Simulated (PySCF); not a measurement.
This PySCF input asks for the NMR shieldings of `InChI=1S/C5H7.C2H4O2.Al/c1-3-5-4-2;3-1-2-4;/h1,3-4H,2,5H2;1-2H2;/q;-2;+2`; the geometry comes from GFN2-xTB.

```python
import basis_set_exchange as bse
import numpy as np
from pyscf import gto, dft
from pyscf.prop import nmr

atoms = """
C     4.268873    0.853238   -0.200293
C     3.410687    0.445311    0.714544
C     2.650823   -0.846224    0.644350
C     1.178953   -0.555856    0.602286
C     0.367779   -0.871161   -0.404301
Al   -1.504806   -0.353915   -0.300846
O    -2.846428   -0.577255   -1.329605
C    -4.006287   -0.008338   -0.783786
C    -3.684942    0.674099    0.597010
O    -2.329771    0.511095    0.919700
H     4.785170    1.794639   -0.119442
H     4.496682    0.259159   -1.070222
H     3.192258    1.061088    1.577243
H     2.955393   -1.417720   -0.234438
H     2.867385   -1.436184    1.541604
H     0.790342   -0.024462    1.463162
H     0.767325   -1.399123   -1.265551
H    -4.756613   -0.792935   -0.642941
H    -4.402376    0.735375   -1.482725
H    -3.912875    1.743553    0.543611
H    -4.296493    0.222558    1.384871
"""
names = dict.fromkeys(["C", "Al", "O", "H"], "pcSseg-1")
basis = {el: gto.basis.parse(bse.get_basis(n, elements=[el], fmt="nwchem")) for el, n in names.items()}
mol = gto.M(atom=atoms, basis=basis, charge=0, verbose=0)
mf = dft.RKS(mol, xc="PBE0")
mf.grids.level = 2
mf.grids.alignment = dft.numint.BLKSIZE   # the property module wants whole blocks of grid points
mf.conv_tol = 1e-9
mf.kernel()

calc = nmr.RKS(mf)   # GIAO
C = mf.mo_coeff
Co = C[:, mf.mo_occ > 0]
resp = mf.gen_response(singlet=True, hermi=2)
def vind(x):   # induced exchange potential for any number of trial vectors
    d = np.einsum("pi,xij,qj->xpq", C, 2 * x.reshape(-1, C.shape[1], Co.shape[1]), Co, optimize=True)
    return np.einsum("xpq,pi,qj->xij", resp(d - d.transpose(0, 2, 1)), C, Co, optimize=True).ravel()
mo1, _ = nmr.rhf.solve_mo1(calc, with_cphf=vind)
sigma = calc.kernel(mo1)
for i, s in enumerate(sigma):   # ppm
    w = np.linalg.eigvalsh((s + s.T) / 2)
    print("%2d %-2s iso %8.1f  s11 %8.1f  s22 %8.1f  s33 %8.1f" % (i, mol.atom_pure_symbol(i), w.mean(), *w))
```

Q: What are the results?

A: 
```
 0 C  iso     65.3  s11    -45.0  s22     82.5  s33    158.4
 1 C  iso     43.2  s11    -79.1  s22     50.8  s33    158.0
 2 C  iso    133.9  s11    115.7  s22    135.2  s33    150.8
 3 C  iso     17.3  s11   -121.6  s22     22.7  s33    150.7
 4 C  iso     63.7  s11    -33.8  s22     58.0  s33    166.8
 5 Al iso    414.7  s11    337.7  s22    380.6  s33    525.7
 6 O  iso    293.7  s11    177.7  s22    329.1  s33    374.3
 7 C  iso    119.7  s11     92.0  s22    106.2  s33    160.8
 8 C  iso    120.1  s11     93.3  s22    106.0  s33    161.1
 9 O  iso    298.3  s11    181.3  s22    336.4  s33    377.2
10 H  iso     26.4  s11     23.7  s22     25.4  s33     30.2
11 H  iso     26.3  s11     23.1  s22     25.7  s33     30.1
12 H  iso     25.5  s11     23.3  s22     24.9  s33     28.4
13 H  iso     28.9  s11     26.4  s22     29.6  s33     30.7
14 H  iso     28.4  s11     25.7  s22     27.0  s33     32.3
15 H  iso     24.7  s11     21.1  s22     22.9  s33     30.1
16 H  iso     25.9  s11     24.1  s22     24.9  s33     28.6
17 H  iso     27.4  s11     22.9  s22     25.9  s33     33.4
18 H  iso     27.4  s11     23.0  s22     25.9  s33     33.3
19 H  iso     27.4  s11     22.9  s22     26.0  s33     33.4
20 H  iso     27.4  s11     23.0  s22     25.9  s33     33.4
```

These numbers come from an equivalent density-fitted implementation of the same equations, which agrees with the script to about 0.01 ppm for H and up to a few tenths of a ppm for heavy atoms, so last digits may differ.

Size and cost of the density-fitted run: 232 basis functions, 51 s wall time on 1 thread of an Arm Neoverse V1, shared host; peak memory 1 GiB.
